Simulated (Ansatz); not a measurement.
Calculated with Ansatz (gas phase, PBE0-D4/def2-TZVP geometries, no zero-point term in ΔE). CCSD(T)/CBS adds triple-zeta CCSD(T) − MP2 to the extrapolated MP2 energy (def2 sets, frozen cores). This one scheme is used for every species. Each species was taken in one conformer, which may not be the lowest.

Consider the silylene formation by 1,1-elimination: `O=COC(F)[SiH3]` → `O=COCF` + `[SiH2]`.

```tsv
level	ΔE (kcal/mol)
MP2/def2-QZVPP	52.7
CCSD/CBS(def2)	48.0
```

**Question.** What does CCSD(T)/CBS give? (Estimate.)

**Answer.** Computed: +49.3 kcal/mol. The listed levels differ from it by 3.4, -1.3 kcal/mol.

Largest T1 diagnostic among the species: 0.015.

In def2-TZVPP, CCSD(T) changes the Hartree–Fock value by +4.2 kcal/mol (the triples alone add +1.3 kcal/mol) and MP2 by +8.3 kcal/mol. From PBE to PBE0 (25 % exact exchange), in def2-TZVPP and without D4, ΔE moves by +1.1 kcal/mol.
